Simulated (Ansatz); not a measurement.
Total energies of Hf3O6 from Ansatz at PBE0-D4/def2-TZVP, gas phase (1 Eh = 27.2114 eV = 2625.5 kJ/mol). The reference geometry is relaxed at PBE-D4/def2-SVP.

```xyz
9

Hf    1.475   -1.226    0.949
Hf    0.296    0.660   -1.948
Hf   -1.923    0.120    0.911
O    -0.073   -0.227   -3.460
O    -1.375    0.713   -0.891
O    -0.435   -1.073    1.457
O     1.501   -0.493   -0.884
O     2.409   -0.059    1.933
O    -1.875    1.587    1.934
```

| state | geometry | energy (Eh) |
| --- | --- | --- |
| charge 0 singlet | reference | -595.54668 |
| charge 1 doublet | reference | -595.22415 |
| charge -1 doublet | reference | -595.60980 |
| charge 0 triplet | relaxed at PBE-D4/def2-SVP | -595.44727 |
| charge 0 quintet | relaxed at PBE-D4/def2-SVP | -595.36315 |
| free Hf atom (triplet) | – | -47.84253 |
| free O atom (triplet) | – | -75.01860 |

In the def2 sets Hf takes a core potential; there is no spin–orbit coupling.

(1) Work out the vertical ionisation energy to the doublet.

(2) Work out the vertical electron affinity, to the doublet.

(3) Give the fundamental gap IE − EA, the Mulliken electronegativity (IE + EA)/2 and the hardness (IE − EA)/2.

(4) Which of the charge 0 states is lowest, and how far above it are the others?

(5) What is the binding energy per atom against free atoms?

(1) E(charge 1 doublet) − E(charge 0 singlet) = -595.22415 − (-595.54668) = 0.32253 Eh = 8.78 eV. For comparison, −ε of the highest occupied level is 7.23 eV at this level, 1.55 eV less.

(2) E(charge 0 singlet) − E(charge -1 doublet) = -595.54668 − (-595.60980) = 0.06312 Eh = 1.72 eV. The basis lacks diffuse functions, which makes affinities too small.

(3) From the values in Eh: IE − EA = 0.32253 − 0.06312 = 0.25941 Eh = 7.06 eV; (IE + EA)/2 = 5.25 eV; (IE − EA)/2 = 3.53 eV. The HOMO–LUMO gap of the same run is 4.45 eV, 2.61 eV smaller than the fundamental gap.

(4) The singlet. triplet: -595.44727 − (-595.54668) = 0.09941 Eh = 261.0 kJ/mol; quintet: -595.36315 − (-595.54668) = 0.18353 Eh = 481.9 kJ/mol.

(5) Atoms: 3 × (-47.84253) + 6 × (-75.01860) = -593.63919 Eh. Binding: -593.63919 − (-595.54668) = 1.90749 Eh = 51.91 eV, or 5.77 eV for each of 9 atoms (no zero-point energy, no counterpoise term).

The structure comes from a short search, and lower isomers may exist.
